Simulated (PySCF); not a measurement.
Cartesian coordinates (Å):
SMILES: C=C(N)O
```xyz
9

C     -1.3017    -0.2787     0.0157
C     -0.0524     0.1432    -0.1750
N      1.0615    -0.1804     0.6076
O      0.2551     1.0042    -1.1901
H     -1.5190    -1.0550     0.7334
H     -2.1116     0.1487    -0.5539
H      0.8393    -0.7768     1.3913
H      1.8334    -0.5592     0.0717
H      0.9954     1.5540    -0.9007
```
Charge 0, multiplicity 1.

Problem. What total energy, HOMO and LUMO does PBE-D3(BJ)/def2-TZVP // B3LYP-D3(BJ)/def2-TZVP run with PySCF 2.14.0 give?

Solution. 
| Item | Result |
|---|---|
| total energy | -209.0192 Ha |
| HOMO | -4.98 eV |
| LUMO | -0.03 eV |
